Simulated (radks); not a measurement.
Values are calculated unless marked as measured or tabulated.
Problem. All-electron atom: Ba+ in [Xe] 4f0.5 6s0.5 (fractional occupations, a model configuration). Level of theory: Dirac Kohn-Sham, BLYP, spin-unpolarised, spherical densities, finite nucleus; open shells fill j = l - 1/2 first; Fermi nuclear charge, rms radius 4.8378 fm (a radial shooting solver on a logarithmic mesh with Libxc functionals). Some entries of the table are withheld. Estimate them.

orbital,occ.,eigenvalue (eV),r(max) (bohr)
1s1/2,2,-37234.41,0.01642
2s1/2,2,-5885.621,0.09302
2p1/2,2,-5544.974,(1)
2p3/2,4,-5163.060,(2)
3s1/2,2,-1244.184,0.2665
3p1/2,2,-1101.122,0.2531
3p3/2,4,-1027.315,0.2642
3d3/2,4,-776.0994,0.2132
3d5/2,6,-760.3608,0.2164
4s1/2,2,(3),0.6254
4p1/2,2,-194.2372,0.6374
4p3/2,4,-178.8540,0.6616
4d3/2,4,-93.9955,0.6912
4d5/2,6,-91.3891,0.6994
5s1/2,2,-37.4995,1.476
5p1/2,2,-24.1847,1.634
5p3/2,4,-22.1564,1.705
6s1/2,0.5,-7.2083,3.907
4f5/2,0.5,-2.1669,(4)
4f7/2,0,-2.0618,(5)

Solution. 
(1) 2p1/2 r(max) (bohr): 0.07106
(2) 2p3/2 r(max) (bohr): 0.07613
(3) 4s1/2 eigenvalue (eV): -246.2111
(4) 4f5/2 r(max) (bohr): 0.8432
(5) 4f7/2 r(max) (bohr): 0.8517
